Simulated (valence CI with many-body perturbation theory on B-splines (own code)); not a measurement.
Questions on Ba41+

Method: configuration interaction combined with many-body perturbation theory (CI+MBPT): five valence electrons over a frozen Dirac-Fock core [Ne], a basis of 9 s, 9 p, 8 d, 6 f, 3 g, 1 h functions for each j, with the one-electron correlation potential Σ1, the two-electron term Σ2, the three-electron term Σ3, Breit, model QED; selected CI, second order for the rest, scaled by the run's own slope (own B-spline code, finite nucleus).

The last digits are not significant, and no measured levels were compared; by estimate large intervals hold to a few tenths of a per cent, small ones and those within an open d or f shell to about a per cent. Among the levels kept, up to 1500 cm⁻¹ of a level comes from second order outside the variational space, and about a tenth of that is noise between levels of different J, which matters for small intervals.

Levels are named by their leading jj configuration (3d3/2^4 stands for four electrons in 3d with j = 3/2), which in mixed levels can hold well under half, so a name can repeat and another be missing.

Rates and lifetimes use the calculated energies. Strong lines usually hold to 10 to 20 %, long lifetimes can be off by a factor of two.

Task: What is the ground level?

Result: (3s^2 3p1/2^2 3p3/2) J=3/2, composition 44 % 3s2.3p3 2P° + 29 % 3s2.3p3 4S° + 25 % 3s2.3p3 2D°, g = 1.389.

Task: What is the ionisation energy?

Result: 3084.1 eV; NIST lists 3081 ± 4 eV (theoretical).

Task: Where does the other parity begin?

Result: At (3s^2 3p1/2^2 3d3/2) J=3/2, 1285400 cm⁻¹.

Task: Name the longest-lived excited levels whose lifetime is computed, and their main decay.

Result: (3s^2 3p1/2 3p3/2^2) J=5/2 at 758530 cm⁻¹ lives 816 ns, mostly by M1 to (3s^2 3p1/2^2 3p3/2) J=3/2; (3s^2 3p1/2 3p3/2 3d3/2) J=7/2 at 2036700 cm⁻¹ lives 306 ns, mostly by E1 to (3s^2 3p1/2 3p3/2^2) J=5/2; (3s^2 3p1/2 3p3/2^2) J=1/2 at 843740 cm⁻¹ lives 205 ns, mostly by M1 to (3s^2 3p1/2^2 3p3/2) J=3/2. The lifetime of (3s^2 3p1/2 3p3/2 3d5/2) J=9/2 is too uncertain to give, and may be longer.

Task: Among levels below 2978700 cm⁻¹, which E1 lines absorb most strongly from the ground level?

Result: to (3s^2 3p1/2 3p3/2 3d3/2) J=3/2 at 4.460 nm, f = 0.279; to (3s^2 3p1/2 3p3/2 3d3/2) J=5/2 at 4.522 nm, f = 0.181; to (3s^2 3p1/2 3p3/2 3d3/2) J=1/2 at 4.458 nm, f = 0.102.
